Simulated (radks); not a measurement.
Mo4+, configuration [Kr] 4d2. Method: scalar-relativistic Kohn-Sham, PW91, spin-polarised, spherical densities, point nucleus; open shells are filled with parallel spins first (spin-orbit coupling, left out, can overturn this in heavy ions); computed with a radial shooting solver on a logarithmic mesh with Libxc functionals.

Normalised radial functions P(r) = r R(r), r in bohr:

r,4p up,4p down
0.004521,0.0075,0.0075
0.005179,0.0095,0.0096
0.005886,0.0120,0.0120
0.006744,0.0152,0.0153
0.007665,0.0190,0.0192
0.008781,0.0241,0.0243
0.01006,0.0305,0.0307
0.01143,0.0379,0.0382
0.0131,0.0476,0.0479
0.01489,0.0587,0.0591
0.01706,0.0729,0.0734
0.01954,0.0901,0.0907
0.02221,0.1091,0.1099
0.02545,0.1326,0.1335
0.02892,0.1579,0.1590
0.03314,0.1879,0.1892
0.03796,0.2204,0.2219
0.04315,0.2524,0.2541
0.04943,0.2860,0.2879
0.05618,0.3149,0.3170
0.06437,0.3393,0.3416
0.07375,0.3528,0.3552
0.08382,0.3510,0.3534
0.09603,0.3286,0.3308
0.11,0.2803,0.2821
0.125,0.2083,0.2096
0.1433,0.1035,0.1041
0.1628,-0.0182,-0.0185
0.1865,-0.1633,-0.1646
0.2137,-0.3099,-0.3123
0.2429,-0.4317,-0.4348
0.2783,-0.5223,-0.5259
0.3163,-0.5520,-0.5556
0.3624,-0.5087,-0.5116
0.4151,-0.3817,-0.3833
0.4718,-0.1910,-0.1909
0.5406,0.0682,0.0706
0.6144,0.3378,0.3423
0.7039,0.6149,0.6207
0.8064,0.8444,0.8504
0.9166,0.9884,0.9930
1.05,1.0463,1.0483
1.193,1.0100,1.0091
1.367,0.8914,0.8878
1.567,0.7201,0.7151
1.78,0.5420,0.5373
2.04,0.3648,0.3620
2.318,0.2284,0.2283
2.656,0.1243,0.1262
3.043,0.0598,0.0609
3.459,0.0265,0.0266
3.963,0.0095,0.0094
4.504,0.0030,0.0030
5.16,0.0007,0.0007

4p up: eigenvalue -85.534 eV, 2 radial nodes at r = 0.160, 0.523 bohr, <r> = 1.19 bohr, 90 % of the charge inside 1.75 bohr. 4p down: eigenvalue -83.766 eV, 2 radial nodes at r = 0.160, 0.522 bohr, <r> = 1.19 bohr, 90 % of the charge inside 1.75 bohr.
